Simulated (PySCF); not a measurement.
## Relaxation of singlet MoH₇⁻

Method: PBE0 in PySCF with Mo def2-TZVPD with ECP28, H def2-TZVPD; scalar-relativistic core potentials, no spin–orbit coupling; density-fitted integrals. A (50,194) grid was used.

A hand-made capped trigonal prismatic start, of C2v symmetry, held to at least that symmetry:

```xyz
8
charge -1 multiplicity 1, angstrom
Mo    0.0000    0.0000   -0.0016
H     0.0000    0.0000    1.6984
H     1.1838    1.1838    0.2936
H    -1.1838    1.1838    0.2936
H    -1.1838   -1.1838    0.2936
H     1.1838   -1.1838    0.2936
H     1.0231    0.0000   -1.3593
H    -1.0231    0.0000   -1.3593
```

Optimiser trace:
```
step  E − E(last) (kJ/mol)  largest gradient (Eh/bohr)
   0                205.65                     0.10597
   1                142.72                     0.06300
   2                 80.79                     0.01782
   3                 56.47                     0.02554
   4                 29.92                     0.02192
   5                 10.09                     0.00947
   6                  5.84                     0.02021
   7                  3.62                     0.01412
   8                  1.40                     0.00322
   9                  0.51                     0.00384
  10                  0.07                     0.00300
  11                  0.00                     0.00074
  12                  0.00                     0.00004
```

It ends at C2v with Mo–H 1.631 Å, Mo–H 1.689 Å (×4), Mo–H 1.763 Å (×2); H–Mo–H 62.9° (×4), H–Mo–H 64.6° (×2), H–Mo–H 72.4° (×4), H–Mo–H 90.8° (×2), H–Mo–H 114.1° (×2), H–Mo–H 125.8° (×2), H–Mo–H 131.8°, H–Mo–H 132.3° (×4) (after a last refinement on a finer grid). A frequency run shows 1 imaginary mode, down to 328i cm⁻¹, so it is a saddle point.

Final geometry:
Z-matrix (Å, degrees; charge -1 multiplicity 1):
```
Mo
H  1 1.6309
H  1 1.6887 2 62.91
H  1 1.6887 2 62.91 3 -73.73
H  1 1.6887 2 62.91 3 180.00
H  1 1.6887 2 62.91 3 106.27
H  1 1.7628 2 114.10 3 53.14
H  1 1.7628 2 114.10 3 -126.86
```

Stability towards spin polarisation was not tested.

The relaxation took of the order of 70 core-seconds on a shared host.
